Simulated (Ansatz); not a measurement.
```yaml
crystal:
  periodic: [false, false, false]
  atoms:
    - {symbol: Ca, position_ang: [-0.006616, 0.005613, -0.006940]}
    - {symbol: I, position_ang: [-2.440986, -1.060602, 1.477807]}
    - {symbol: I, position_ang: [2.447601, 1.054988, -1.470868]}
basis:
  gaussian: {orbitals: def2-TZVP, initial_orbitals: start.molden}
magnetization: {spin_polarized: true, initial_magnetization: 2}
hamiltonian: {xc: pbe}
correlation: {method: rpa}
scf: {omitted_lower_state_checks: [starts]}
```

The file start.molden holds the orbitals of an earlier run on this structure, at another level or in another basis.

```sh
$ ansatz run in.yaml --threads 4 --pin off --events-out ev --progress --plain --max-ram 3916MiB
```

Shortened log:

```
Functional definition: PBE
1344 factors; integrals over basis functions are off by at most 1.9e-4 eV
mean field evaluation 1: about -34634.6461 eV, gradient 5.0e0 eV
mean field evaluation 2: about -34634.7058 eV, gradient 7.4e-2 eV
mean field evaluation 4: about -34634.7040 eV, gradient 1.9e-4 eV
mean field evaluation 8: about -34634.7040 eV, gradient 3.5e-6 eV
mean field -34634.70403523 eV, -1272.8018970492 hartree, gradient 3.5e-6 eV, S^2 2.001594; 0 other end points of the search recorded, 0 dependent functions left out
13 core orbitals not correlated: weight in the atoms' cores, before any rotation towards them, 1.000 or more for the frozen orbitals, at most 0.000 for the correlated occupied ones
reference -34560.66153995 eV, -1270.0808855354 hartree; 23, 21 occupied and 100, 102 virtual orbitals, 1344 factors
Error: the energy between an occupied orbital and the lowest state that it is excited into in its spin channel is -0.0006 eV and must be positive: a state without a gap has no random-phase energy
```

Q: Can the result of this run be used?

A: No. The run stopped with an error. The reference has no gap: an occupied orbital lies above an empty one, and the correlation energy can't be formed.
